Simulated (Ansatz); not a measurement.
## Stretch profile

CH₃I (SMILES CI), closed shell, at its PBE0-D4/def2-TZVP minimum:

C1  (-0.034, -0.178, 0.145)
I2  (0.378, 1.344, -1.286)
H3  (0.771, -0.904, 0.095)
H4  (-0.078, 0.293, 1.122)
H5  (-0.987, -0.629, -0.117)
(Å)

The bond length C1–H4 (1.086 Å at the minimum) is set to the values below, with the rest relaxed at PBE0-D4/def2-TZVP at each step. Each method's energies count from its own value at the PBE0-D4 minimum structure. Ansatz 0.2.0; basis: def2-TZVPP; cores frozen in the correlated methods. Filled d shells of the heavier atoms are correlated. Core potentials replace the inner electrons of the atoms past krypton. The def2 sets are not built for correlating such inner shells, so the correlated values are less sure here. B3LYP uses VWN-RPA correlation.

```csv
bond length (Å),CCSD(T) (kcal/mol),r2SCAN-D4 (kcal/mol),HF (kcal/mol),B3LYP-D4 (kcal/mol),MP2 (kcal/mol)
0.977,5.65,5.61,4.95,5.47,5.51
0.999,3.41,3.39,2.82,3.28,3.29
1.031,1.24,1.24,0.86,1.18,1.16
1.068,0.11,0.11,-0.03,0.09,0.08
1.109,0.23,0.23,0.41,0.25,0.27
1.154,1.68,1.67,2.26,1.72,1.81
1.201,4.31,4.30,5.36,4.37,4.57
1.251,8.03,8.02,9.63,8.09,8.44
1.303,12.61,12.60,14.85,12.66,13.22
```

Minimum and curvature along this coordinate at CCSD(T): A fifth-order fit through the nearest points gives 1.084 Å, with a curvature of about 34 eV/Å².

Largest difference from the CCSD(T) curve over the scan: PBE-D4 1.23; PBE0-D4 0.13; wB97M-V 0.35 kcal/mol. Each curve counts from its own value at the minimum.

T1 diagnostic: at most 0.008.

For scale, one of the runs: CCSD(T)/def2-TZVPP, 123 basis functions (an equivalent command: `ansatz run in.yaml --threads 2`). The run took 5.5 s on 2 CPU threads (shared host), with 0.72 GiB of host memory at its peak.
